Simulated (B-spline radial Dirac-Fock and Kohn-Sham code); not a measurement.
**Form factor and incoherent scattering function of Bi³⁶⁺**

System: Bi³⁶⁺, [Kr] 4d10 4f1.

Input file task.json (cfg lists n, l and occupation; rrms is the nuclear radius in fm):

```json
{"items": [{
  "Z": 83,
  "q": 36,
  "cfg": [[1, 0, 2], [2, 0, 2], [2, 1, 6], [3, 0, 2], [3, 1, 6], [3, 2, 10], [4, 0, 2], [4, 1, 6], [4, 2, 10], [4, 3, 1]],
  "A": 209,
  "rrms": 5.5211,
  "do": ["scatter"],
  "s": [0.0, 0.06, 0.07, 0.09, 0.11, 0.13, 0.16, 0.19, 0.23, 0.28, 0.33, 0.4, 0.48, 0.58, 0.71, 0.85, 1.03, 1.24, 1.5, 1.81, 2.19, 2.64, 3.19],
  "pz": [0, 0.1, 0.2, 0.3, 0.4, 0.5, 0.6, 0.8, 1.0, 1.2, 1.4, 1.6, 1.8, 2.0, 2.5, 3.0, 4.0, 5.0, 7.0, 10.0, 15.0, 20.0, 30.0, 40.0, 60.0, 100.0],
  "hv_scatter": [2000, 8047.8, 17479.3, 30000, 50000, 100000, 200000, 1000000]
}]}
```

Command: `python xray_run.py task.json out`

Method: relativistic Hartree-Fock (Dirac-Fock) wave functions, averaged over the configuration. Computed with an atomic code on a B-spline grid. f₀ is the Fourier transform of the spherical electron density, S the Waller-Hartree incoherent function, and s = sin θ/λ. The electron scattering factor follows from the Mott-Bethe formula f_e = 0.023934 Å⁻¹·(Z − f₀)/s².

```tsv
s (Å⁻¹)	f₀	S	f_e (Å)
0	47.000	0.000	–
0.06	46.905	0.076	239.969
0.07	46.871	0.103	176.471
0.09	46.787	0.170	107.002
0.11	46.683	0.253	71.836
0.13	46.558	0.352	51.609
0.16	46.333	0.530	34.281
0.19	46.064	0.742	24.488
0.23	45.638	1.074	16.904
0.28	45.004	1.565	11.599
0.33	44.264	2.129	8.513
0.4	43.068	3.025	5.973
0.48	41.505	4.166	4.311
0.58	39.324	5.707	3.107
0.71	36.257	7.794	2.219
0.85	32.868	10.027	1.661
1.03	28.704	12.761	1.225
1.24	24.488	15.707	0.911
1.5	20.487	19.021	0.665
1.81	17.290	22.513	0.480
2.19	14.794	26.057	0.340
2.64	12.568	29.271	0.242
3.19	10.095	32.188	0.171
```

f₀ starts at the number of electrons, 47, and has fallen to half at s ≈ 1.30 Å⁻¹. The sum of ⟨r²⟩ over the electrons is 3.574 bohr². For an ion f_e diverges as s goes to zero, because of the net charge.
